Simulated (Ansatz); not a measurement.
Reaction (SMILES): [BH2] (BH2) → B atom + 2 H atom
B3LYP-D3(BJ)/def2-TZVP geometries, fixed; electronic energies without zero-point terms.

Basis-set convergence of the atomisation energy at B2PLYP with Ansatz (a program for electronic structure). Cartesian d functions, on some or all atoms, in 6-31G*, 6-31+G*; all else is spherical. Cores are frozen. Open shells are unrestricted. No added dispersion term, no relativity. Functions are those of the species that has most. Reference: the value in aug-cc-pV5Z, 173.10 kcal/mol, itself unsure by roughly 0.09 kcal/mol (its mean distance from pcseg-4, aug-pcseg-3, aug-cc-pVQZ). Deviations are taken from unrounded values.

| basis | functions | atomisation energy (kcal/mol) |
|---|---|---|
| 6-31G* | 19 | 169.41 |
| 6-31+G* | 23 | 168.25 |
| cc-pVDZ | 24 | 166.99 |
| aug-cc-pVDZ | 41 | 167.61 |
| def2-SVP | 24 | 171.01 |
| def2-SVPD | 36 | 171.58 |
| pcseg-1 | 24 | 169.32 |
| aug-pcseg-1 | 41 | 169.46 |
| 6-311G** | 30 | 170.21 |
| 6-311+G** | 34 | 170.11 |
| def2-TZVP | 43 | 171.20 |
| def2-TZVPD | 55 | 171.29 |
| cc-pVTZ | 58 | 172.11 |
| aug-cc-pVTZ | 92 | 172.22 |
| pcseg-2 | 58 | 172.74 |
| aug-pcseg-2 | 92 | 172.85 |
| def2-TZVPP | 59 | 172.32 |
| def2-TZVPPD | 71 | 172.34 |
| cc-pVQZ | 115 | 172.90 |
| aug-cc-pVQZ | 172 | 172.94 |
| def2-QZVPP | 117 | 172.87 |
| def2-QZVPPD | 129 | 172.89 |
| pcseg-3 | 126 | 173.12 |
| aug-pcseg-3 | 183 | 173.15 |
| cc-pV5Z | 201 | 173.07 |
| aug-cc-pV5Z | 287 | 173.10 |

What the diffuse functions change, pair by pair:
- 6-31G* to 6-31+G*: 4 more functions, deviation -3.69 to -4.85 kcal/mol
- cc-pVDZ to aug-cc-pVDZ: 17 more functions, deviation -6.11 to -5.49 kcal/mol
- def2-SVP to def2-SVPD: 12 more functions, deviation -2.09 to -1.52 kcal/mol
- pcseg-1 to aug-pcseg-1: 17 more functions, deviation -3.77 to -3.64 kcal/mol
- 6-311G** to 6-311+G**: 4 more functions, deviation -2.89 to -2.99 kcal/mol
- def2-TZVP to def2-TZVPD: 12 more functions, deviation -1.90 to -1.80 kcal/mol
- cc-pVTZ to aug-cc-pVTZ: 34 more functions, deviation -0.98 to -0.87 kcal/mol
- pcseg-2 to aug-pcseg-2: 34 more functions, deviation -0.36 to -0.25 kcal/mol
- def2-TZVPP to def2-TZVPPD: 12 more functions, deviation -0.78 to -0.76 kcal/mol
- cc-pVQZ to aug-cc-pVQZ: 57 more functions, deviation -0.20 to -0.15 kcal/mol
- def2-QZVPP to def2-QZVPPD: 12 more functions, deviation -0.22 to -0.21 kcal/mol
- pcseg-3 to aug-pcseg-3: 57 more functions, deviation 0.02 to 0.05 kcal/mol
- cc-pV5Z to aug-cc-pV5Z: 86 more functions, deviation -0.02 to 0.00 kcal/mol

Leaving out the reference's own pair, they bring the value nearer the reference by more than 0.09 kcal/mol in 6 of 12 pairs.
